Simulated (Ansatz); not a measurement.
Calculated with Ansatz (gas phase, PBE0-D4/def2-TZVP geometries, no zero-point term in ΔE). CBS: MP2 limit from def2 TZ/QZ plus the TZ coupled-cluster correction, frozen cores. DFT in def2-TZVPP. def2 core potentials past Kr. For Br, In outer-core shells are correlated without core-valence functions, which leaves a few kJ/mol of doubt a bond. Scalar relativity is left out up to krypton. Each species was taken in one conformer, which may not be the lowest.

Reaction (substitution at a C–O bond): `COCS[SiH3]` + `[OH][In]([OH])[Br]` → `C[O][In]([OH])[Br]` + `OCS[SiH3]`

`COCS[SiH3]`:

Z-matrix (Å, degrees):
```
C
O 1 1.409
H 1 1.089 2 106.9
H 1 1.098 2 110.9 3 -119.1
H 1 1.095 2 111.2 3 119.6
C 2 1.384 1 114.1 3 177.8
S 6 1.840 2 115.1 1 68.8
H 6 1.097 2 112.1 1 -50.6
H 6 1.090 2 106.9 1 -170.7
Si 7 2.133 6 97.9 2 55.6
H 10 1.484 7 105.8 6 166.1
H 10 1.485 7 112.7 6 -74.8
H 10 1.487 7 109.7 6 46.9
```

`[OH][In]([OH])[Br]`:

Z-matrix (Å, degrees):
```
In
O 1 1.964
Br 1 2.441 2 120.6
O 1 1.972 2 117.9 3 180.0
H 2 0.962 1 111.4 3 180.0
H 4 0.961 1 112.6 2 -180.0
```

`C[O][In]([OH])[Br]`:

Cartesian coordinates in Å:
```
C 0.393 -1.539 0.573
O 0.657 -0.437 -0.263
In -0.463 1.180 -0.300
O 0.003 2.618 -1.554
Br -2.369 1.351 1.216
H 1.298 -1.790 1.138
H 0.115 -2.410 -0.030
H -0.413 -1.362 1.296
H 0.779 2.389 -2.074
```

`OCS[SiH3]`:

```xyz
10

O    -1.839   -0.821    0.575
C    -1.063    0.283    0.903
S    -0.444    1.240   -0.539
Si    1.329    0.134   -0.924
H    -1.305   -1.443    0.072
H    -1.705    0.973    1.450
H    -0.207    0.025    1.537
H     1.921    0.674   -2.171
H     1.018   -1.313   -1.106
H     2.294    0.247    0.202
```

| species | PBE0 energy (Eh) |
| --- | --- |
| `COCS[SiH3]` | -843.57575 |
| `[OH][In]([OH])[Br]` | -2915.64448 |
| `C[O][In]([OH])[Br]` | -2954.90020 |
| `OCS[SiH3]` | -804.30979 |

Question: Work out ΔE.

Answer: ΔE = (-2954.90020) + (-804.30979) − (-843.57575) − (-2915.64448) = 0.01024 Eh = +26.9 kJ/mol. CCSD(T)/CBS gives +28.8 kJ/mol.

Largest T1 diagnostic among the species: 0.015.

The D4 term adds +3.5 kJ/mol with B3LYP and +2.0 kJ/mol with PBE0; it sums over pairs of atoms, weighted by their polarisabilities, and B3LYP, whose exchange is more repulsive, gets the larger term. In def2-TZVPP, CCSD(T) changes the Hartree–Fock value by +4.1 kJ/mol (the triples alone add +0.7 kJ/mol) and MP2 by +7.1 kJ/mol.

B3LYP here is the variant with VWN-RPA as its local correlation; programs differ in this.
